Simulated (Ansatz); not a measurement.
Two members of one family (Series W(N)X3), computed with Ansatz in the gas phase; def2 core potentials for W, no spin–orbit coupling. The two geometries come from different levels. Binding counts from free atoms in the multiplicity of their measured ground term, without zero-point energy. Names give formal oxidation states. A dash marks a value that wasn't run or was left out as unsound. The structures are stationary points that may keep the symmetry of their start. Remarks come from the PBE and PBE0 runs and from stability tests at other levels; not every state was tested.

First: WN(OH)3 (singlet, charge 0, r2SCAN-D4/def2-SVP geometry).

Cartesian coordinates in Å:
```
W -0.058 0.028 -0.041
N 1.211 -0.603 0.855
O -1.582 -0.094 1.088
H -1.535 -0.462 1.981
O -0.179 -1.069 -1.587
H 0.416 -1.817 -1.737
O 0.445 1.820 -0.430
H 1.282 2.198 -0.129
```

```json
{"level": "LDA (SPW92)/def2-TZVP", "HOMO (eV)": "-6.94", "LUMO (eV)": "-2.05", "gap (eV)": "4.89", "binding per atom (eV)": "5.31"}
{"level": "PBE-D4/def2-SVP", "HOMO (eV)": "-6.65", "LUMO (eV)": "-1.60", "gap (eV)": "5.05", "binding per atom (eV)": "–"}
{"level": "B3LYP-D4/def2-TZVP", "HOMO (eV)": "-8.07", "LUMO (eV)": "-1.20", "gap (eV)": "6.86", "binding per atom (eV)": "4.41"}
{"level": "PBE0-D4/def2-SVP", "HOMO (eV)": "-8.26", "LUMO (eV)": "-0.82", "gap (eV)": "7.45", "binding per atom (eV)": "–"}
{"level": "PBE0-D4/def2-TZVP", "HOMO (eV)": "-8.32", "LUMO (eV)": "-0.94", "gap (eV)": "7.38", "binding per atom (eV)": "–"}
```

Metal–donor distances: 1 × N 1.68 Å, 3 × O 1.90 Å. Remarks: restricted SCF unstable in HF.

Second: WN(NH2)3 (singlet, charge 0, PBE0-D4/def2-SVP geometry).

```xyz
11

W    -0.298   -0.069   -0.034
N    -1.907   -0.446   -0.217
N    -0.099    1.620   -1.008
H    -0.843    2.110   -1.495
H     0.774    2.131   -1.097
N     0.628   -1.592   -0.847
H     1.639   -1.685   -0.904
H     0.179   -2.398   -1.269
N    -0.073    0.079    1.907
H    -0.806   -0.050    2.596
H     0.806    0.300    2.368
```

Question: Estimate the same table for the second.

Answer: 
| level | HOMO (eV) | LUMO (eV) | gap (eV) | binding per atom (eV) |
| --- | --- | --- | --- | --- |
| LDA (SPW92)/def2-TZVP | -5.90 | -1.20 | 4.69 | 4.62 |
| PBE-D4/def2-SVP | -5.52 | -0.78 | 4.73 | – |
| B3LYP-D4/def2-TZVP | -6.79 | -0.41 | 6.39 | 3.95 |
| PBE0-D4/def2-SVP | -6.89 | 0.05 | 6.94 | – |
| PBE0-D4/def2-TZVP | -7.03 | -0.14 | 6.89 | – |

Metal–donor distances: 4 × N 1.66 to 1.96 Å.
